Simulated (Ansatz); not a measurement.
Start from `CC1BO1` and change one atom or group to get `CC1(F)BO1`.

Ansatz, PBE0-D4/def2-TZVP geometries, multiplicity 1. 

| property | `CC1BO1` |
| --- | --- |
| ideal-gas entropy at 298 K and 1 bar (rigid rotor, harmonic PBE0-D4/def2-TZVP) / J/(mol·K) | 281 |
| size of the dipole moment (PBE/def2-TZVPP) / D | 1.31 |
| zero-point energy (PBE0-D4/def2-TZVP) / kJ/mol | 184.9 |
| HOMO–LUMO gap (B3LYP/def2-TZVPP) / eV | 6.98 |
| size of the dipole moment (ωB97M-V/def2-TZVPP) / D | 1.47 |
| size of the dipole moment (B3LYP/def2-TZVPP) / D | 1.47 |

Q: Give the same properties after the change, and the shifts. (Estimate.)

A: The calculation gave: 
```csv
property,`CC1(F)BO1`,shift
"ideal-gas entropy at 298 K and 1 bar (rigid rotor, harmonic PBE0-D4/def2-TZVP) / J/(mol·K)",297,16
size of the dipole moment (PBE/def2-TZVPP) / D,1.79,0.48
zero-point energy (PBE0-D4/def2-TZVP) / kJ/mol,164.7,-20.2
HOMO–LUMO gap (B3LYP/def2-TZVPP) / eV,6.74,-0.24
size of the dipole moment (ωB97M-V/def2-TZVPP) / D,1.99,0.52
size of the dipole moment (B3LYP/def2-TZVPP) / D,1.99,0.52
```

With PBE0 the HOMO falls by 0.20 eV and the LUMO falls by 0.44 eV, so the gap narrows by about 0.24 eV. PBE moves the HOMO by -0.09 eV and ωB97M-V by -0.22 eV. Dipoles are sizes alone; their direction can turn.

B3LYP here is the variant with VWN-RPA as its local correlation; programs differ in this.
